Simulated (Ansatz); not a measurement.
Isolated molecules relaxed with PBE0-D4/def2-TZVP in Ansatz; ΔE leaves out vibrations. CCSD(T)/CBS adds triple-zeta CCSD(T) − MP2 to the extrapolated MP2 energy (def2 sets, frozen cores). For Br outer-core shells are correlated without core-valence functions, which leaves a few kJ/mol of doubt a bond. Scalar relativity is left out up to krypton. Each species was taken in one conformer, which may not be the lowest.

Reaction (isomerisation): `C[SiH2]C(F)Br` → `FC[SiH2]CBr`

`C[SiH2]C(F)Br`:

Cartesian coordinates in Å:
```
C 0.481 -0.077 -1.502
Si -0.274 -0.766 0.051
C -0.401 0.598 1.378
F -1.163 1.646 0.938
Br 1.393 1.251 1.800
H 1.500 0.268 -1.317
H -0.109 0.765 -1.869
H 0.510 -0.841 -2.283
H 0.527 -1.863 0.651
H -1.663 -1.247 -0.186
H -0.801 0.267 2.338
```

`FC[SiH2]CBr`:

Cartesian coordinates in Å:
```
F -0.586 -0.409 -2.092
C 0.597 -0.498 -1.360
Si 0.181 -0.647 0.478
C -0.811 0.854 1.017
Br 0.275 2.458 0.817
H 1.158 -1.367 -1.719
H 1.192 0.398 -1.563
H -0.641 -1.867 0.702
H 1.441 -0.731 1.261
H -1.112 0.810 2.062
H -1.696 0.999 0.398
```

```csv
level,ΔE (kJ/mol)
MP2/CBS(def2),18.6
CCSD/CBS(def2),14.9
```

Task: What does CCSD(T)/CBS give? (An estimate is asked.)

Result: Computed: +17.0 kJ/mol. The listed levels differ from it by 1.6, -2.1 kJ/mol.

Largest T1 diagnostic among the species: 0.010.

In def2-TZVPP, CCSD(T) changes the Hartree–Fock value by +7.9 kJ/mol (the triples alone add +2.1 kJ/mol) and MP2 by +9.6 kJ/mol. From PBE to PBE0 (25 % exact exchange), in def2-TZVPP and without D4, ΔE moves by −3.4 kJ/mol.
